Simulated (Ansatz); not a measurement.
C₅H₁₅NSi (SMILES CN(C)[Si](C)(C)C), singlet, geometry from GFN2-xTB; HF/STO-3G (Ansatz, a program for electronic structure).

Ansatz was given this input:
Ansatz 0.2 input:
```yaml
crystal:
  periodic: [false, false, false]
  atoms:
    - {symbol: C, position_ang: [1.71185036, -1.03445375, 1.02410857]}
    - {symbol: N, position_ang: [1.12922745, -0.05576443, 0.13877023]}
    - {symbol: C, position_ang: [2.01881467, 0.27415239, -0.94792001]}
    - {symbol: Si, position_ang: [-0.58941697, 0.11968601, -0.01232646]}
    - {symbol: C, position_ang: [-1.43917511, -1.24895256, -1.05280543]}
    - {symbol: C, position_ang: [-1.32501735, 0.09523208, 1.74444474]}
    - {symbol: C, position_ang: [-0.92379892, 1.80564883, -0.83309989]}
    - {symbol: H, position_ang: [1.04073349, -1.22585586, 1.85504434]}
    - {symbol: H, position_ang: [1.91244050, -1.98300966, 0.50959618]}
    - {symbol: H, position_ang: [2.66026108, -0.65744338, 1.41824843]}
    - {symbol: H, position_ang: [2.23719875, -0.59854696, -1.57674586]}
    - {symbol: H, position_ang: [1.57353050, 1.04548775, -1.56779954]}
    - {symbol: H, position_ang: [2.96644594, 0.64783987, -0.54877267]}
    - {symbol: H, position_ang: [-1.27541437, -2.23241381, -0.62001725]}
    - {symbol: H, position_ang: [-2.51242855, -1.09851393, -1.12003853]}
    - {symbol: H, position_ang: [-1.05011444, -1.27194755, -2.06740991]}
    - {symbol: H, position_ang: [-0.74986589, 0.70976158, 2.42908742]}
    - {symbol: H, position_ang: [-1.36597019, -0.90976445, 2.15185176]}
    - {symbol: H, position_ang: [-2.34016657, 0.47779620, 1.73381172]}
    - {symbol: H, position_ang: [-1.96158196, 2.09172370, -0.69832661]}
    - {symbol: H, position_ang: [-0.73503580, 1.77994433, -1.90145535]}
    - {symbol: H, position_ang: [-0.30882891, 2.58992704, -0.40426318]}
basis:
  gaussian:
    orbitals: STO-3G
hamiltonian:
  xc: hf
scf: {lower_state_search: off}
```

What the program printed (banner, timings and long lists left out):

```
Functional definition: HF
these checks for a lower state are left out or cut short: stability, starts, cluster_reference, orbital_swaps, neighbouring_geometries, increment
731 factors; integrals over basis functions are off by at most 3.5e-5 eV
mean field evaluation 1: about -14561.4833 eV, gradient 1.9e1 eV
mean field evaluation 2: about -14561.8478 eV, gradient 1.9e1 eV
mean field evaluation 4: about -14563.2514 eV, gradient 1.5e0 eV
mean field evaluation 8: about -14563.2590 eV, gradient 3.1e-6 eV
mean field -14563.25901592 eV, -535.1898975035 hartree, gradient 8.3e-7 eV, S^2 0.000000; 0 other end points of the search recorded, 0 dependent functions left out
reference -14563.25901592 eV, -535.1898975035 hartree; 33, 33 occupied and 21, 21 virtual orbitals, 731 factors
Total energy: -14563.25901592 eV, -535.1898975035 hartree
Checks for a lower state left out: stability, starts, cluster_reference, orbital_swaps, neighbouring_geometries, increment
```
